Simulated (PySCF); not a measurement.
Gas-phase reaction: 3 (HBO2)3 + BH3 → 4 B(OH)3 + 6 BO

Computed with PySCF and rigid-rotor harmonic-oscillator thermochemistry at 1 bar. † marks an energy on the PBE0/def2-TZVP geometry and frequencies; other levels use their own. Open shells (unrestricted): BO (multiplicity 2); the rest are closed-shell singlets.

LDA/def2-TZVP† gives ΔH°(298 K) = 3039 kJ.

Q: What do PBE0/def2-TZVP, ωB97M-V/def2-TZVP†, PBE/def2-SVP give?

A: PBE0/def2-TZVP: 2745 kJ; ωB97M-V/def2-TZVP†: 2815 kJ; PBE/def2-SVP: 2744 kJ. For scale, ΔH°(298 K) is 3039 kJ at this level, 2815 kJ at ωB97M-V/def2-TZVP†, and runs from 2480 to 3039 kJ over the 18 levels computed.
